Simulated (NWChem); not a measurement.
System: InICl$_{2}$; SMILES [Cl][In]([Cl])[I]

Here is an NWChem input.

```
start job
memory heap 200 mb stack 900 mb global 1100 mb
geometry units angstroms noautosym nocenter noautoz
  In     0.000000     0.000000     0.711371
  Cl     0.000000    -1.986713     1.926906
  Cl     0.000000     1.986713     1.926906
  I      0.000000     0.000000    -1.925966
end
basis spherical
  * library def2-svpd
end
ecp
  In library def2-ecp
  I library def2-ecp
end
dft
  xc pbe0
  iterations 150
end
property
  response 1 0.0
end
task dft property
```

Geometry: optimised at PBE0/def2-SVP. Not confirmed as a minimum by frequencies. def2 effective core potentials on In, I; no spin-orbit coupling.

Static field.

**Question.** Give the results of this calculation. (PBE0/def2-SVPD with def2 effective core potentials on In, I.) Quantities: isotropic polarisability (bohr³); anisotropy (bohr³).

**Answer.** 
```
Property                          Result
--------------------------------  ------
isotropic polarisability (bohr³)   100.9
anisotropy (bohr³)                  48.4
```
